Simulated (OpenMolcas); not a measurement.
## Os4+: moving or changing the point charges

Os4+ among 3 point charges of -3 e arranged as a planar triangle (D3h), 2.17 Å from the ion.
```
   2.1700    0.0000    0.0000  -3.00
  -1.0850    1.8793    0.0000  -3.00
  -1.0850   -1.8793    0.0000  -3.00
```

```yaml
Program: OpenMolcas 26.06
Method: CASSCF
Basis: ANO-RCC-VDZP [7s6p4d2f1g]
Scalar_Hamiltonian: DKH2, point nucleus
Active_space: 4 electrons in 5 orbitals (5d)
State_averaging: 2S+1 = 5 even, 5 roots; 2S+1 = 3 even, 45 roots; 2S+1 = 1 even, 50 roots
Spin-orbit_coupling: state interaction with AMFI integrals over the reference wave functions
```

Runs around this geometry, states (labels of D3, the rotations of D3h). Energies in cm-1 above the lowest state or level, χT in cm3 K/mol.

| R (Å) | q (e) | Ground state | First state of that spin | First gap with spin-orbit (degeneracies) | χT at 300 K | First state of another spin |
| --- | --- | --- | --- | --- | --- | --- |
| 2.17 | -1.5 | 5E | 5E 8814 | 2002 (1, 1) | 0.121 | 3A2 19046 |
| 2.06 | -3 | 5E | 5E 20149 | 1255 (1, 1) | 0.223 | 3A2 10776 |
| 2.17 | -3 | 5E | 5E 17281 | 1306 (1, 1) | 0.209 | 3A2 14022 |
| 2.37 | -3 | 5E | 5E 13270 | 1505 (1, 1) | 0.174 | 3A2 17433 |

Taking the first state of the same spin as R^-n, n = -ln(13270 / 20149) / ln(2.37 / 2.06) = 3.0 between the shortest and longest distance.

Scaling the charges by -1.5 / -3 = 0.50 scales the first state of the same spin by 8814 / 17281 = 0.51; with fixed orbitals a first-order splitting would follow the charge.

An orbital doublet at a regular site is open to a Jahn-Teller distortion, which this geometry leaves out. Without dynamic correlation the repulsion within the d shell is too large (B by tens of per cent), so at a given field states of lower spin stand too high. Point charges give a weaker field than real ligands, and real ions of this kind are as a rule low spin; the high spin found here belongs to the model. Spin-orbit coupling mixes the spin-free states strongly: the lowest level takes only 64 % from its leading state, 5E (holds for R = 2.17, q = -1.5). This shell can be high or low spin here, a state of another spin lies low, and with metal d orbitals alone active their balance is uncertain, so the ground spin may be wrong (holds for R = 2.06, q = -3; R = 2.17, q = -3). This is an electrostatic model: the charges have no orbitals. No measured value stands beside these numbers.
